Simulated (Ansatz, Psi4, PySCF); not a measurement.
bis(trichlorosilyl)methane (CH₂Cl₆Si₂), singlet, at a GFN2-xTB geometry. Base run: PySCF with B3LYP/STO-3G.

Geometry (Å):
```xyz
11

Cl     3.2605    -0.5374    -1.1334
Si     1.6071     0.2365    -0.2684
Cl     2.0004     0.6653     1.6598
Cl     1.0709     1.9145    -1.2445
C      0.2225    -1.0787    -0.3695
Si    -1.5406    -0.5589     0.1579
Cl    -2.2925     0.7506    -1.1748
Cl    -1.5217     0.2706     1.9930
Cl    -2.6920    -2.2185     0.1894
H      0.5241    -1.9342     0.2366
H      0.1736    -1.4476    -1.3950
```
Charge 0, spin multiplicity 1.
All else is at PySCF's defaults.

The same geometry, method and basis name were run in Ansatz (an electronic-structure program) and Psi4 and PySCF, at each program's defaults and at the settings that a row names. The base is PySCF at its defaults. Differences at the defaults can come from grids, fitting, cores and function types together.

| code and settings | ΔE vs base (µEh) | basis functions | E (Eh) | SCF cycles | dipole (D) |
|---|---|---|---|---|---|
| PySCF, defaults (exact integrals, its default grid, spherical functions) | 0.0 | 79 | -3342.52696 | 8 | 2.16 |
| Psi4, defaults (density fitting with its default set, its default grid, spherical functions) | -5730 | 79 | -3342.53270 | 7 | 2.16 |
| Ansatz, defaults (factorised integrals, its default grid, spherical functions) | -0.2 | 79 | -3342.52697 | - | - |
| PySCF, density fitting with def2-universal-jkfit | -5713 | 79 | -3342.53268 | 8 | 2.16 |
| PySCF, fine grid | 3.9 | 79 | -3342.52696 | 8 | 2.16 |
| Psi4, exact integrals, spherical functions, fine grid | -1.6 | 79 | -3342.52697 | 9 | 2.16 |
| Ansatz, high accuracy | -1.4 | 79 | -3342.52697 | - | - |
